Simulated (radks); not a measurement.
The nuclear charge of the silver ion Ag+ is varied continuously with 46 electrons held in [Kr] 4d10. Calculated with a radial shooting solver on a logarithmic mesh with Libxc functionals: Dirac Kohn-Sham, PBEsol, spin-unpolarised, spherical densities, point nucleus. By the Hellmann-Feynman theorem dE/dZ = E(electron-nucleus)/Z, the electronic potential at the nucleus.

Z,E (hartree),E(electron-nucleus)/Z (hartree),HOMO,e(HOMO) (eV),<r> HOMO (bohr)
46.5,-5178.43917,-269.944,4d5/2,-9.193,1.487
46.6,-5205.47408,-270.754,4d5/2,-10.370,1.467
46.7,-5232.58997,-271.564,4d5/2,-11.582,1.448
46.8,-5259.78683,-272.373,4d5/2,-12.828,1.430
46.9,-5287.06463,-273.183,4d5/2,-14.107,1.412
47,-5314.42336,-273.992,4d5/2,-15.418,1.396
47.1,-5341.86300,-274.801,4d5/2,-16.760,1.380
47.2,-5369.38355,-275.610,4d5/2,-18.133,1.365
47.3,-5396.98499,-276.419,4d5/2,-19.536,1.350
47.4,-5424.66734,-277.228,4d5/2,-20.968,1.335
47.5,-5452.43057,-278.037,4d5/2,-22.429,1.322
47.6,-5480.27471,-278.846,4d5/2,-23.918,1.308
47.7,-5508.19974,-279.655,4d5/2,-25.435,1.295
47.8,-5536.20568,-280.464,4d5/2,-26.979,1.283
47.9,-5564.29253,-281.273,4d5/2,-28.550,1.271
48,-5592.46030,-282.082,4d5/2,-30.147,1.259

The central difference of E at Z = 47 is -273.992 hartree, to compare with the third column; the second derivative is -8.09 hartree.
